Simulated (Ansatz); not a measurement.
One change: `C=[C](F)[GaH2]` becomes `C=[C](F)[InH][CH3]`.

Ansatz, PBE0-D4/def2-TZVP geometries, multiplicity 1. Each molecule was computed in one conformer, which needn't be the lowest.

Elements past krypton have def2 core potentials. Scalar relativity is left out up to krypton.

```csv
property,`C=[C](F)[GaH2]`
zero-point energy (PBE0-D4/def2-TZVP) / kJ/mol,124.1
HOMO–LUMO gap (PBE/def2-TZVPP) / eV,3.82
size of the dipole moment (B3LYP/def2-TZVPP) / D,1.26
LUMO energy (PBE0/def2-TZVPP) / eV,-1.99
HOMO–LUMO gap (B3LYP/def2-TZVPP) / eV,5.31
LUMO energy (ωB97M-V/def2-TZVPP) / eV,-0.23
```

Q: Give the same properties after the change, and the shifts. (Best estimate.)

A: The calculation gave: 
| property | `C=[C](F)[InH][CH3]` | shift |
| --- | --- | --- |
| zero-point energy (PBE0-D4/def2-TZVP) / kJ/mol | 196.3 | 72.2 |
| HOMO–LUMO gap (PBE/def2-TZVPP) / eV | 3.89 | 0.07 |
| size of the dipole moment (B3LYP/def2-TZVPP) / D | 1.24 | -0.02 |
| LUMO energy (PBE0/def2-TZVPP) / eV | -1.66 | 0.33 |
| HOMO–LUMO gap (B3LYP/def2-TZVPP) / eV | 5.31 | 0.00 |
| LUMO energy (ωB97M-V/def2-TZVPP) / eV | -0.14 | 0.09 |

The zero-point energy changes by 72.2 kJ/mol with +9 modes. Dipoles are sizes alone; their direction can turn.

B3LYP here is the variant with VWN-RPA as its local correlation; programs differ in this.
